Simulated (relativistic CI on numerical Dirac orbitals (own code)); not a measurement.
Magnetism of Au⁴⁺, 5d7, in a crystal field

Calculated by Dirac-Coulomb-Breit CI, separate exchange-only KLI orbitals for each configuration, model QED, valence Slater integrals scaled by 0.65, one configuration in a parametric crystal field (own radial code).

Field parameters in Wybourne normalisation: Td as Oh with Dq negative (B⁴₀ = 21Dq, B⁴₄ = √(5/14) B⁴₀). The field is a parameter set, without covalency.

S is read from ⟨S²⟩ = S(S + 1).

Powder χT (cm³ K mol⁻¹) by Van Vleck's formula, with temperature-independent terms:

| Field | 2 K | 5 K | 10 K | 20 K | 50 K | 100 K | 200 K | 300 K |
| --- | --- | --- | --- | --- | --- | --- | --- | --- |
| Td, 10Dq = -3800 cm⁻¹ | 3.79 | 3.79 | 3.8 | 3.81 | 3.84 | 3.89 | 4 | 4.1 |
| Td, 10Dq = -6800 cm⁻¹ | 3.63 | 3.63 | 3.64 | 3.64 | 3.66 | 3.68 | 3.74 | 3.79 |
| Td, 10Dq = -9800 cm⁻¹ | 3.4 | 3.4 | 3.4 | 3.41 | 3.42 | 3.43 | 3.47 | 3.5 |
| Td, 10Dq = -12850 cm⁻¹ | 3.16 | 3.16 | 3.16 | 3.16 | 3.17 | 3.18 | 3.21 | 3.23 |
| Td, 10Dq = -15850 cm⁻¹ | 2.95 | 2.95 | 2.95 | 2.96 | 2.96 | 2.97 | 2.99 | 3.01 |
| Td, 10Dq = -18900 cm⁻¹ | 2.78 | 2.78 | 2.78 | 2.78 | 2.78 | 2.79 | 2.81 | 2.83 |

(1) For Td, 10Dq = -18900 cm⁻¹: what effective moment follows at 300 K?

Answers

(1) μ_eff = √(8χT) = 4.75 μB. The ground level has S = 1.41; the spin-only moment for S = 3/2 is 3.88 μB. The difference comes from the orbital moment, spin-orbit mixing of terms and temperature-independent paramagnetism, all larger in this ionic model than in covalent complexes.
